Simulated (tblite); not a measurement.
Compound: C₆H₁₁O₂ (doublet state).
Structure used (GFN2-xTB), in Å, numbered top down from 1:
```xyz
19
C6H11O2 angstrom
C     -1.972   -0.372   -1.420
C     -1.572    0.082   -0.232
C     -2.547    0.486    0.846
O     -2.056    0.951    1.969
C     -0.139    0.233    0.163
O      0.732   -0.230   -0.834
C      2.086    0.109   -0.628
C      2.734   -0.609    0.554
H     -1.255   -0.658   -2.168
H     -3.016   -0.466   -1.667
H     -3.278    1.212    0.405
H     -3.231   -0.380    1.041
H      0.042    1.299    0.386
H     -0.002   -0.306    1.115
H      2.584   -0.183   -1.557
H      2.184    1.198   -0.502
H      2.322   -0.262    1.498
H      3.803   -0.414    0.552
H      2.570   -1.681    0.471
```

Computed with GFN2-xTB (tblite): harmonic, unscaled wavenumbers at the GFN2-xTB geometry, gas phase. This tight-binding method is rough: wavenumbers can miss measured ones by several per cent, in bad cases by 10 to 20. One conformer, not necessarily the lowest. Open shells enter through the occupations alone, without spin polarisation, and single modes of such species can be off by tens of per cent.

Harmonic wavenumbers (cm⁻¹): 36.9, 63.6, 87.8, 108.4, 149.7, 222.2, 244.9, 326.3, 381.3, 412.6, 496.6, 574.5, 590.8, 623.1, 823.6, 856.2, 891.7, 925.8, 952.5, 959.3, 1043.5, 1073.1, 1078.3, 1132.2, 1156.9, 1178.1, 1187.0, 1224.6, 1238.1, 1273.9, 1327.2, 1339.6, 1341.0, 1385.1, 1399.3, 1441.7, 1463.6, 1488.8, 1497.2, 1661.7, 2544.6, 2640.1, 2812.9, 2858.1, 2860.4, 2967.5, 3043.4, 3046.3, 3052.1, 3104.1, 3148.2.

A = 3521, B = 1084, C = 870.7 MHz; mass 115.076 u (most abundant isotopes); point group C1, symmetry number 1; spin multiplicity 2.

Q: Zero-point energy?

A: Half the sum of the wavenumbers: 33868 cm⁻¹ = 405.15 kJ/mol.

Q: Entropy at 298.15 K, 1 bar (ideal gas, RRHO, classical rotation)?

A: Translation 168.04, rotation 121.17, vibration 125.30, spin (R ln 2) 5.76: S = 420.3 J/(mol K).

Q: And Cp and H(298.15 K) − H(0)?

A: Cp = 153.23 J/(mol K), of which vibrations give 119.98 (their classical limit is 51 R = 424.0); H(298.15 K) − H(0) = 28.66 kJ/mol without the zero-point energy, 18.75 from vibrations.

Q: Blend soft modes into free rotors: weight 1/[1 + (100 cm⁻¹/ν̃)⁴] for the oscillator and the rest for a rotor with moment μB/(μ + B), μ = h/(8π²ν), B = 10⁻⁴⁴ kg m². What vibrational entropy results?

A: 112.22 J/(mol K) in place of 125.30, which changes −T·S at 298.15 K by +3.90 kJ/mol.

Q: What must be added to the electronic energy to get the Gibbs energy at 298.15 K and 1 bar?

A: ZPE + [H(298.15 K) − H(0)] − T·S = 405.15 + 28.66 − 125.31 = 308.50 kJ/mol.

Hindered rotation and anharmonicity are outside this model. Other conformers, if any are populated, would add a mixing term that is left out. The structure is chiral; the term R ln 2 for an equal mix with its mirror image is left out.

The run took 0.51 s on Arm Neoverse V2, one thread, shared host with 96 logical CPUs at a one-minute load of 43. The figure is for the frequency step alone.
